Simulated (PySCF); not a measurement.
C2H2N, SMILES [CH2]C#N, multiplicity 2. Atoms are numbered in the order given.

```xyz
5

C      0.0000     0.0000     1.1886
C      0.0000     0.0000    -0.1876
N      0.0000     0.0000    -1.3523
H      0.0000     0.9360     1.7298
H      0.0000    -0.9360     1.7298
```
Charge 0, spin multiplicity 2.

Coordinates come from a PBE0-D3(BJ)/def2-TZVP optimisation. The isomer is the one that the SMILES or the coordinates give; other isomers of the formula were not compared.

Two levels are set side by side: PBE/pcH-1 (PySCF) and B3LYP/pcH-1 (PySCF). Contact hyperfine couplings, same geometry. Differences are taken from unrounded values.

| quantity | B3LYP |
|---|---|
| A(iso) of 13C, atom C1 (MHz) | 75.1 |
| A(iso) of 13C, atom C2 (MHz) | -62.1 |
| A(iso) of 14N, atom N3 (MHz) | 9.6 |
| A(iso) of 1H, atom H4 (MHz) | -58.7 |
| A(iso) of 1H, atom H5 (MHz) | -58.7 |

### Question
What does PBE give, and how far is it from B3LYP? (Estimate from the structure and the level; the computed values follow.)

### Answer

```tsv
quantity	PBE	PBE minus B3LYP
A(iso) of 13C, atom C1 (MHz)	60.2	-14.9
A(iso) of 13C, atom C2 (MHz)	-52.8	9.4
A(iso) of 14N, atom N3 (MHz)	5.1	-4.5
A(iso) of 1H, atom H4 (MHz)	-54.3	4.4
A(iso) of 1H, atom H5 (MHz)	-54.3	4.4
```

Rough cost on one machine, each run with all the roots and properties that it gave: B3LYP against PBE within a factor of 2.
